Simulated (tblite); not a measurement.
Species: C6H15NSi.
Geometry (GFN2-xTB, Å), atoms numbered from 1 in this order:
```xyz
23
C6H15NSi angstrom
C     -2.182   -0.134    0.994
C     -1.274    0.312   -0.153
C     -1.889   -0.122   -1.483
C      0.147   -0.250   -0.001
C      0.777    0.085    1.356
N      2.192   -0.206    1.241
Si     2.839   -0.006   -0.332
C      1.113    0.259   -1.077
H     -3.203    0.196    0.815
H     -1.855    0.284    1.942
H     -2.185   -1.219    1.076
H     -1.214    1.408   -0.139
H     -1.309    0.251   -2.323
H     -1.927   -1.208   -1.544
H     -2.903    0.261   -1.575
H      0.102   -1.341   -0.076
H      0.601    1.143    1.602
H      0.346   -0.527    2.153
H      2.705   -0.142    2.103
H      3.711    1.159   -0.535
H      3.515   -1.236   -0.753
H      0.933    1.319   -1.259
H      0.955   -0.259   -2.020
```

Method: GFN2-xTB as coded in tblite; computed harmonic values from a numerical Hessian at the method's own geometry, unscaled. Errors from tens to a few hundred cm⁻¹ against measured bands are possible. Modes of hydrogen on silicon can be 10 to 20 % off. One conformer, not necessarily the lowest.

Harmonic wavenumbers (cm⁻¹): 66.7, 94.3, 151.8, 179.2, 221.7, 233.6, 314.5, 347.3, 376.8, 398.8, 438.1, 471.8, 507.2, 531.9, 561.0, 672.9, 780.2, 809.8, 811.0, 855.4, 883.4, 932.4, 947.8, 973.5, 982.7, 1021.4, 1082.7, 1103.7, 1141.0, 1155.0, 1162.5, 1180.1, 1222.3, 1231.0, 1236.7, 1292.2, 1317.4, 1326.0, 1350.6, 1367.6, 1408.3, 1421.5, 1491.6, 1499.2, 1501.1, 1507.6, 1510.0, 1519.6, 2193.5, 2241.0, 2847.4, 2912.4, 2929.8, 2940.1, 2974.8, 3018.6, 3022.8, 3025.6, 3027.9, 3033.6, 3046.7, 3048.9, 3486.3.

A = 3385, B = 1039, C = 839.8 MHz; mass 129.097 u (most abundant isotopes); point group C1, symmetry number 1.

What is the zero-point energy?

½Σν̃ = 43671 cm⁻¹ = 522.42 kJ/mol.

Give the ideal-gas entropy at 500 K and 1 bar in the rigid-rotor, harmonic-oscillator model (classical rotation).

Translation 180.22, rotation 128.11, vibration 207.97: S = 516.3 J/(mol K).

And Cp and H(500 K) − H(0)?

Cp = 268.15 J/(mol K), of which vibrations give 234.89 (their classical limit is 63 R = 523.8); H(500 K) − H(0) = 73.89 kJ/mol without the zero-point energy, 57.26 from vibrations.

Which modes carry the vibrational entropy at 500 K?

66.7 cm⁻¹: 22.05; 94.3 cm⁻¹: 19.18; 151.8 cm⁻¹: 15.27; 179.2 cm⁻¹: 13.91; 221.7 cm⁻¹: 12.19; 233.6 cm⁻¹: 11.77 J/(mol K); the other 57 give 113.59 together.

What must be added to the electronic energy to get the Gibbs energy at 500 K and 1 bar?

ZPE + [H(500 K) − H(0)] − T·S = 522.42 + 73.89 − 258.15 = 338.16 kJ/mol.

Blend soft modes into free rotors: weight 1/[1 + (100 cm⁻¹/ν̃)⁴] for the oscillator and the rest for a rotor with moment μB/(μ + B), μ = h/(8π²ν), B = 10⁻⁴⁴ kg m². What vibrational entropy results?

199.30 J/(mol K) in place of 207.97, which changes −T·S at 500 K by +4.34 kJ/mol.

How do the functions run with temperature in this model?

```
 T (K)  S (J/(mol K))  Cp (J/(mol K))  H − H(0) (kJ/mol)  G − H(0) (kJ/mol)  ln q(vib)
    50          239.1            48.6               1.92             -10.03       0.25
   100          280.2            73.1               4.96             -23.06       1.09
298.15          403.7           171.7              29.10             -91.27       5.80
373.15          446.5           210.2              43.43            -123.16       7.78
   750          642.0           351.4             152.08            -329.40      18.12
  1000          751.1           406.6             247.27            -503.86      24.74
```

q(vib) and H(0) count from the zero-point level.

Hindered rotation and anharmonicity are outside this model. Other conformers, if any are populated, would add a mixing term that is left out. The structure is chiral; the term R ln 2 for an equal mix with its mirror image is left out.
